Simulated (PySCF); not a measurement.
Cl$_{2}$Si, charge -1, doublet, at a GFN2-xTB geometry (a state made from the parent by changing its charge; the spin is typed, not shown lowest), atoms displaced at random by about 0.03 Å a coordinate. Base run: PBE0/6-31G, gradient run with PySCF.

Here is a job for PySCF.
```python
from pyscf import gto, scf, dft

mol = gto.Mole()
mol.atom = '''
    Si    0.091158   -0.063731    1.033117
    Cl    1.157743    1.437095   -0.436300
    Cl   -1.212859   -1.417779   -0.414643
'''
mol.basis = '6-31g'
mol.charge = -1
mol.spin = 1
mol.verbose = 4
mol.build()

mf = dft.UKS(mol)
mf.xc = 'pbe0'
mf.kernel()
g = mf.nuc_grad_method()
grad = g.kernel()
```

The coordinate followed is x of atom 1.

The base run was repeated with changes; each row names its change, and settings that it needs were set with it.

```json
[
 {"change": "base", "dE/dx (Eh/bohr)": "0.000760", "net force (Eh/bohr)": "0.000058"},
 {"change": "density fitting = on; auxbasis_response = off", "dE/dx (Eh/bohr)": "0.000774", "net force (Eh/bohr)": "0.000102"},
 {"change": "finite difference step (bohr) = 1e-3; conv_tol = 1e-11", "dE/dx (Eh/bohr)": "0.000763", "net force (Eh/bohr)": "-"},
 {"change": "grids.level = 5; grid_response = off", "dE/dx (Eh/bohr)": "0.000763", "net force (Eh/bohr)": "0.000001"},
 {"change": "conv_tol = 1e-11", "dE/dx (Eh/bohr)": "0.000760", "net force (Eh/bohr)": "0.000058"},
 {"change": "density fitting = on", "dE/dx (Eh/bohr)": "0.000760", "net force (Eh/bohr)": "0.000058"},
 {"change": "grids.level = 5; grid_response = on", "dE/dx (Eh/bohr)": "0.000765", "net force (Eh/bohr)": "0.000000"},
 {"change": "finite difference step (bohr) = 1e-4; conv_tol = 1e-11", "dE/dx (Eh/bohr)": "0.000763", "net force (Eh/bohr)": "-"},
 {"change": "grids.level = 0; grid_response = off", "dE/dx (Eh/bohr)": "0.001035", "net force (Eh/bohr)": "0.008263"},
 {"change": "grids.level = 1; grid_response = off", "dE/dx (Eh/bohr)": "0.000779", "net force (Eh/bohr)": "0.000504"},
 {"change": "finite difference step (bohr) = 0.2; conv_tol = 1e-11", "dE/dx (Eh/bohr)": "0.000706", "net force (Eh/bohr)": "-"},
 {"change": "finite difference step (bohr) = 0.01; conv_tol = 1e-11", "dE/dx (Eh/bohr)": "0.000763", "net force (Eh/bohr)": "-"}
]
```

The net force is zero for an exact gradient.

Open shells are given as the SCF converged; they aren't shown to be the lowest states, and a large step between rows can be another state.
